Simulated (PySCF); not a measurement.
PySCF input (HF/def2-TZVPD):

```python
from pyscf import gto, scf, dft

mol = gto.M(
    atom='''
    C     0.00751336    1.37087273    0.17539980
    C    -1.14438497    0.35348504    0.23860383
    S    -0.00513306   -1.04373398   -0.26528146
    C     1.14640594    0.33962309    0.24881721
    H     0.00839729    2.10697436    0.97620320
    H     0.01493500    1.89327114   -0.78020484
    H    -1.99362645    0.46471405   -0.42827414
    H    -1.47835350    0.10685418    1.24474232
    H     2.00284367    0.44053075   -0.41045608
    H     1.46838097    0.08902300    1.25788018
    H     0.00234600   -0.78550894   -1.59231227
    ''',
    basis='def2-tzvpd',
    charge=1,
    spin=0,
    verbose=4,
)

mf = scf.RHF(mol).density_fit(auxbasis='def2-universal-jkfit')
mf.conv_tol = 1e-9
mf.max_cycle = 100
mf.max_memory = 1500
mf.kernel()
if not mf.converged:
    mf = mf.newton()
    mf.kernel(mf.make_rdm1())
mf.analyze()
```

End of the output:

```
Extra cycle  E= -514.984968725998  delta_E= -3.75e-11  |g|= 3.41e-06  |ddm|= 2.83e-05
converged SCF energy = -514.984968725998
**** SCF Summaries ****
Total Energy =                        -514.984968725998442
Nuclear Repulsion Energy =             174.449936403827451
One-electron Energy =                -1044.060100043556986
Two-electron Energy =                  354.625194913731036
Two-electron Coulomb Energy =          397.500568387850933
DFT Exchange-Correlation Energy =      -42.875373474119897
HOMO-LUMO gap [eV] =                    14.670483673392230
**** MO energy ****
MO #1   energy= -92.2436048315189  occ= 2
MO #2   energy= -11.4826385653357  occ= 2
MO #3   energy= -11.4826343234248  occ= 2
MO #4   energy= -11.4382679631982  occ= 2
MO #5   energy= -9.24552897098443  occ= 2
MO #6   energy= -6.92640029817127  occ= 2
MO #7   energy= -6.92576205751725  occ= 2
MO #8   energy= -6.92546107635227  occ= 2
MO #9   energy= -1.36853618544982  occ= 2
MO #10  energy= -1.17004278345976  occ= 2
MO #11  energy= -1.14059722080657  occ= 2
MO #12  energy= -0.999360648583952 occ= 2
MO #13  energy= -0.883601589532063 occ= 2
MO #14  energy= -0.844985179809562 occ= 2
MO #15  energy= -0.785851648111307 occ= 2
MO #16  energy= -0.773097701513649 occ= 2
MO #17  energy= -0.741176136720352 occ= 2
MO #18  energy= -0.693411042030684 occ= 2
MO #19  energy= -0.689282707222046 occ= 2
MO #20  energy= -0.644611763233431 occ= 2
MO #21  energy= -0.105481427769827 occ= 0
MO #22  energy= -0.092380713186738 occ= 0
MO #23  energy= -0.074453700426035 occ= 0
MO #24  energy= -0.0659901299844302 occ= 0
MO #25  energy= -0.0401419955962305 occ= 0
MO #26  energy= -0.033095014971147 occ= 0
MO #27  energy= -0.019799308691968 occ= 0
MO #28  energy= -0.0125095044976989 occ= 0
MO #29  energy= -0.00913847331023341 occ= 0
MO #30  energy= 0.00609015054160047 occ= 0
MO #31  energy= 0.011063476769011  occ= 0
MO #32  energy= 0.033243870479861  occ= 0
MO #33  energy= 0.0448956157802604 occ= 0
MO #34  energy= 0.0463406503548664 occ= 0
MO #35  energy= 0.0608748556292872 occ= 0
MO #36  energy= 0.0708354862436552 occ= 0
MO #37  energy= 0.0807947020284585 occ= 0
MO #38  energy= 0.0832552886477493 occ= 0
MO #39  energy= 0.0943784815542866 occ= 0
MO #40  energy= 0.120433324382093  occ= 0
MO #41  energy= 0.123547961442796  occ= 0
MO #42  energy= 0.129242052541902  occ= 0
MO #43  energy= 0.147048529555558  occ= 0
MO #44  energy= 0.153705470355134  occ= 0
MO #45  energy= 0.156865315652563  occ= 0
MO #46  energy= 0.160500745087804  occ= 0
MO #47  energy= 0.165682026421259  occ= 0
MO #48  energy= 0.179487442565339  occ= 0
MO #49  energy= 0.187059445117352  occ= 0
MO #50  energy= 0.199376366047544  occ= 0
MO #51  energy= 0.203365948430018  occ= 0
MO #52  energy= 0.211421354715984  occ= 0
MO #53  energy= 0.214808368495298  occ= 0
MO #54  energy= 0.228062473541695  occ= 0
MO #55  energy= 0.229032431167959  occ= 0
MO #56  energy= 0.238478191973009  occ= 0
MO #57  energy= 0.251328354879675  occ= 0
MO #58  energy= 0.25447430497027   occ= 0
MO #59  energy= 0.270977021298148  occ= 0
MO #60  energy= 0.280106182527427  occ= 0
MO #61  energy= 0.292927817824157  occ= 0
MO #62  energy= 0.302991965783851  occ= 0
MO #63  energy= 0.307380724196352  occ= 0
MO #64  energy= 0.311227518572483  occ= 0
MO #65  energy= 0.311232338116222  occ= 0
MO #66  energy= 0.320456627509055  occ= 0
MO #67  energy= 0.320472648113846  occ= 0
MO #68  energy= 0.332952179779193  occ= 0
MO #69  energy= 0.333832813687324  occ= 0
MO #70  energy= 0.344752310287523  occ= 0
MO #71  energy= 0.351828066647504  occ= 0
MO #72  energy= 0.364781622163533  occ= 0
MO #73  energy= 0.36705785433895   occ= 0
MO #74  energy= 0.385085090674214  occ= 0
MO #75  energy= 0.389982430093193  occ= 0
MO #76  energy= 0.398704760189799  occ= 0
MO #77  energy= 0.402016097383682  occ= 0
MO #78  energy= 0.43440365497539   occ= 0
MO #79  energy= 0.441807108148797  occ= 0
MO #80  energy= 0.4721145668395    occ= 0
MO #81  energy= 0.49297719395514   occ= 0
MO #82  energy= 0.497878384594368  occ= 0
MO #83  energy= 0.513396165413695  occ= 0
MO #84  energy= 0.537819750555467  occ= 0
MO #85  energy= 0.549424571215378  occ= 0
MO #86  energy= 0.561473710890808  occ= 0
MO #87  energy= 0.573384318715367  occ= 0
MO #88  energy= 0.607390731927093  occ= 0
MO #89  energy= 0.611356899645641  occ= 0
MO #90  energy= 0.625856574821452  occ= 0
MO #91  energy= 0.63631828572271   occ= 0
MO #92  energy= 0.649855183604988  occ= 0
MO #93  energy= 0.671113810477408  occ= 0
MO #94  energy= 0.674530227613919  occ= 0
MO #95  energy= 0.677078640332124  occ= 0
MO #96  energy= 0.699001063829583  occ= 0
MO #97  energy= 0.702016406688088  occ= 0
MO #98  energy= 0.713046077267334  occ= 0
MO #99  energy= 0.720852967747864  occ= 0
MO #100 energy= 0.733898378720095  occ= 0
MO #101 energy= 0.746844659764886  occ= 0
MO #102 energy= 0.755216163072291  occ= 0
MO #103 energy= 0.791544723783397  occ= 0
MO #104 energy= 0.810243610335     occ= 0
MO #105 energy= 0.848709772957935  occ= 0
MO #106 energy= 0.87260799581539   occ= 0
MO #107 energy= 0.931165762309774  occ= 0
[...]
```

It need not be the lowest isomer of its formula.
